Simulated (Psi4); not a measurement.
H3FS3Si (SMILES F[Si](S)(S)S), singlet, geometry from GFN2-xTB; Psi4 with MP2/cc-pV(D+d)Z.

Input for Psi4:
```
memory 2 GB

molecule mol {
0 1
  F    -1.406452    1.099719    0.395838
  Si   -0.161827    0.126261    0.045747
  S    -0.984972   -1.804090   -0.360291
  S     0.811762    0.959420   -1.664809
  S     1.113347    0.109004    1.760887
  H    -1.413450   -2.016693    0.874795
  H    -0.198692    0.749895   -2.494979
  H     1.493616    1.372322    1.644592
}

set basis cc-pv(d+d)z
set reference rhf
set freeze_core true

energy('mp2')
print_variables()
```

Question: Write the output that Psi4 gives for this input, abridged.

Answer: 
```
    SCF Algorithm Type (re)set to DF.

   => Loading Basis Set <=

    Name: CC-PV(D+D)Z
    Role: ORBITAL
    Keyword: BASIS

         ---------------------------------------------------------
                                   SCF
               by Justin Turney, Rob Parrish, Andy Simmonett
                          and Daniel G. A. Smith
                              RHF Reference
         ---------------------------------------------------------

  ==> Geometry <==

    Molecular point group: c1
    Full point group: C1

    Geometry (in Angstrom), charge = 0, multiplicity = 1:

       Center              X                  Y                   Z               Mass
    ------------   -----------------  -----------------  -----------------  -----------------
         F           -1.397480403913     1.092791106787     0.393252162532    18.998403162730
         SI          -0.152855403913     0.119333106787     0.043161162532    27.976926534650
         S           -0.976000403913    -1.811017893213    -0.362876837468    31.972071174400
         S            0.820733596087     0.952492106787    -1.667394837468    31.972071174400
         S            1.122318596087     0.102076106787     1.758301162532    31.972071174400
         H           -1.404478403913    -2.023620893213     0.872209162532     1.007825032230
         H           -0.189720403913     0.742967106787    -2.497564837468     1.007825032230
         H            1.502587596087     1.365394106787     1.642006162532     1.007825032230

  Running in c1 symmetry.

  Rotational constants: A =      0.05782  B =      0.05773  C =      0.03993 [cm^-1]
  Rotational constants: A =   1733.25876  B =   1730.81028  C =   1197.05877 [MHz]
  Nuclear repulsion =  443.303491075277407

  Charge       = 0
  Multiplicity = 1
  Electrons    = 74
  Nalpha       = 37
  Nbeta        = 37

  ==> Algorithm <==

  SCF Algorithm Type is DF.
  DIIS enabled.
  MOM disabled.
  Fractional occupation disabled.
  Guess Type is SAD.
  Energy threshold   = 1.00e-08
  Density threshold  = 1.00e-08
  Integral threshold = 1.00e-12

  ==> Primary Basis <==

  Basis Set: CC-PV(D+D)Z
    Blend: CC-PV(D+D)Z
    Number of shells: 51
    Number of basis functions: 121
    Number of Cartesian functions: 130
    Spherical Harmonics?: true
    Max angular momentum: 2

   => Loading Basis Set <=

    Name: (CC-PV(D+D)Z AUX)
    Role: JKFIT
    Keyword: DF_BASIS_SCF

  ==> Integral Setup <==

  SCF_SUBTYPE=INCORE selected. In-core MEM_DF algorithm will be used.
  Using in-core AOs.

  ==> MemDFJK: Density-Fitted J/K Matrices <==

    J tasked:                   Yes
    K tasked:                   Yes
    wK tasked:                   No
    Algorithm:                 Core
    Schwarz Cutoff:           1E-12
    Mask sparsity (%):       2.7867
    Fitting Condition:        1E-10

   => Auxiliary Basis Set <=

  Basis Set: (CC-PV(D+D)Z AUX)
    Blend: CC-PVDZ-JKFIT
    Number of shells: 195
    Number of basis functions: 587
    Number of Cartesian functions: 676
    Spherical Harmonics?: true
    Max angular momentum: 3

  Minimum eigenvalue in the overlap matrix is 9.4677047427E-03.
  Reciprocal condition number of the overlap matrix is 2.5410953447E-03.
    Using symmetric orthogonalization.

  ==> Pre-Iterations <==

  SCF Guess: Superposition of Atomic Densities via on-the-fly atomic UHF (no occupation information).

   -------------------------
    Irrep   Nso     Nmo
   -------------------------
     A        121     121
   -------------------------
    Total     121     121
   -------------------------

  ==> Iterations <==

                           Total Energy        Delta E     RMS |[F,P]|

   @DF-RHF iter SAD: -1582.38785731081612   -1.58239e+03   0.00000e+00
   @DF-RHF iter   1: -1582.79174649446350   -4.03889e-01   3.29126e-03 DIIS/ADIIS
   @DF-RHF iter   2: -1582.87280522530682   -8.10587e-02   1.78978e-03 DIIS/ADIIS
   @DF-RHF iter   3: -1582.89061097933518   -1.78058e-02   3.58828e-04 DIIS/ADIIS
   @DF-RHF iter   4: -1582.89253367044375   -1.92269e-03   1.21699e-04 DIIS/ADIIS
   @DF-RHF iter   5: -1582.89278845386116   -2.54783e-04   2.82033e-05 DIIS
   @DF-RHF iter   6: -1582.89280440202924   -1.59482e-05   7.51886e-06 DIIS
   @DF-RHF iter   7: -1582.89280508798629   -6.85957e-07   2.15416e-06 DIIS
   @DF-RHF iter   8: -1582.89280516617555   -7.81893e-08   5.66321e-07 DIIS
   @DF-RHF iter   9: -1582.89280517123211   -5.05656e-09   1.59190e-07 DIIS
   @DF-RHF iter  10: -1582.89280517181783   -5.85715e-10   2.98490e-08 DIIS
   @DF-RHF iter  11: -1582.89280517183693   -1.90994e-11   6.89909e-09 DIIS
  Energy and wave function converged.

  ==> Post-Iterations <==

    Orbital Energies [Eh]
    ---------------------

    Doubly Occupied:

[...]
      37A     -0.396532

    Virtual:

[...]
    Final Occupation by Irrep:
              A
    DOCC [    37 ]
    NA   [    37 ]
    NB   [    37 ]

  @DF-RHF Final Energy: -1582.89280517183693

   => Energetics <=

    Nuclear Repulsion Energy =            443.3034910752774067
    One-Electron Energy =               -3075.6955887211242953
    Two-Electron Energy =                1049.4992924740097351
    Total Energy =                      -1582.8928051718369261

Computation Completed

Properties will be evaluated at   0.000000,   0.000000,   0.000000 [a0]

Properties computed using the SCF density matrix

 Multipole Moments:

 ------------------------------------------------------------------------------------
     Multipole            Electronic (a.u.)      Nuclear  (a.u.)        Total (a.u.)
 ------------------------------------------------------------------------------------

 L = 1.  Multiply by 2.5417464519 to convert [e a0] to [Debye]
 Dipole X            :         -1.1921856            1.2546234            0.0624378
 Dipole Y            :          0.9240079           -0.9688080           -0.0448000
 Dipole Z            :          0.3405199           -0.3616028           -0.0210829
 Magnitude           :                                                    0.0796870

 ------------------------------------------------------------------------------------

  //>>>>>>>>>>>>>>>>>>>>>>>>>>>>>>>>>>>//
  //               DFMP2               //
  //<<<<<<<<<<<<<<<<<<<<<<<<<<<<<<<<<<<//

   => Loading Basis Set <=

    Name: (CC-PV(D+D)Z AUX)
    Role: RIFIT
    Keyword: DF_BASIS_MP2

	 --------------------------------------------------------
	                          DF-MP2
	      2nd-Order Density-Fitted Moller-Plesset Theory

	        Rob Parrish, Justin Turney, Andy Simmonett,
	           Ed Hohenstein, and C. David Sherrill
	 --------------------------------------------------------

   => Auxiliary Basis Set <=

  Basis Set: (CC-PV(D+D)Z AUX)
    Blend: CC-PVDZ-RI
    Number of shells: 132
    Number of basis functions: 402
    Number of Cartesian functions: 471
    Spherical Harmonics?: true
    Max angular momentum: 3

	 --------------------------------------------------------
	                 NBF =   121, NAUX =   402
	 --------------------------------------------------------
	   CLASS    FOCC     OCC    AOCC    AVIR     VIR    FVIR
	   PAIRS      21      37      16      84      84       0
	 --------------------------------------------------------

	-----------------------------------------------------------
	 ==================> DF-MP2 Energies <====================
	-----------------------------------------------------------
	 Reference Energy          =   -1582.8928051718369261 [Eh]
	 Singles Energy            =      -0.0000000000000000 [Eh]
	 Same-Spin Energy          =      -0.1767058921090624 [Eh]
	 Opposite-Spin Energy      =      -0.5047447453600240 [Eh]
	 Correlation Energy        =      -0.6814506374690864 [Eh]
	 Total Energy              =   -1583.5742558093061234 [Eh]
	-----------------------------------------------------------
	 ================> DF-SCS-MP2 Energies <==================
	-----------------------------------------------------------
	 SCS Same-Spin Scale       =       0.3333333333333333 [-]
	 SCS Opposite-Spin Scale   =       1.2000000000000000 [-]
	 SCS Same-Spin Energy      =      -0.0589019640363541 [Eh]
	 SCS Opposite-Spin Energy  =      -0.6056936944320288 [Eh]
	 SCS Correlation Energy    =      -0.6645956584683830 [Eh]
	 SCS Total Energy          =   -1583.5574008303053688 [Eh]
	-----------------------------------------------------------

  Variable Map:
  ----------------------------------------------------------------------------
[...]
  Array Variable Map:
  ----------------------------------------------------------------------------
[...]
[...]
```
